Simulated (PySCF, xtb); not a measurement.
CdTe, SMILES [Te]=[Cd].

Harmonic wavenumbers (cm⁻¹) from xtb with GFN2-xTB at its own minimum, in rising order: 265.

### Question
What does PySCF with PBE0-D3(BJ)/def2-TZVP give at its own minimum? (Estimate from the structure and the level; the computed values follow.)

### Answer
206. Paired by order, the mean absolute difference is 59 cm⁻¹ and the zero-point energies are 0.4 and 0.3 kcal/mol.
